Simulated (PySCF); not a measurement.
Species: BrGaH5N.
Geometry (PBE0-D3(BJ)/def2-SVP, Å), atoms numbered from 1 in this order:
```
atom  x, y, z in Å
N1    -0.9725    0.3204    0.0189
Ga2    0.9354   -0.5968   -0.1748
Br3    2.0221    1.2137    0.8726
H4    -1.1352    0.5060    1.0096
H5    -1.7663   -0.2068   -0.3455
H6    -0.9430    1.2263   -0.4510
H7     0.7842   -1.8543    0.7514
H8     1.1300   -0.6260   -1.7312
```

Computed with MP2 and CCSD/aug-cc-pVDZ in PySCF, restricted Hartree–Fock reference, frozen core, non-relativistic, gas phase, PBE0-D3(BJ)/def2-SVP geometry.

E(HF) = -4553.05656 Eh.

(1) How large is the problem?

(2) What are the MP2 and CCSD correlation energies?

(3) What is the T1 diagnostic?

(4) How does correlation change the dipole moment?

Answers

(1) 140 basis functions and 78 electrons; 19 orbitals frozen, which leaves o = 20 correlated occupied and v = 101 virtual orbitals. That is o·v = 2020 singles and o·v(o·v + 1)/2 = 2041210 distinct closed-shell doubles amplitudes before symmetry; the costliest CCSD step grows as o²v⁴ = 4.2 × 10^10.

(2) MP2 -0.4404 Eh and CCSD -0.4792 Eh, which gives totals of -4553.49699 and -4553.53576 Eh. That is 0.326 eV for each correlated electron at CCSD (1258 kJ/mol in all, 0.011 % of the total energy); MP2 gives 91.9 % of the CCSD value.

(3) 0.0078, below the customary warning level of 0.02. It is the norm of the spatial-orbital singles amplitudes over the root of the number of correlated electrons, so the norm is 0.049.

(4) HF gives 5.97 D and CCSD (unrelaxed density) 5.76 D, a change of -0.21 D.

No triples correction and no basis-set extrapolation were made.
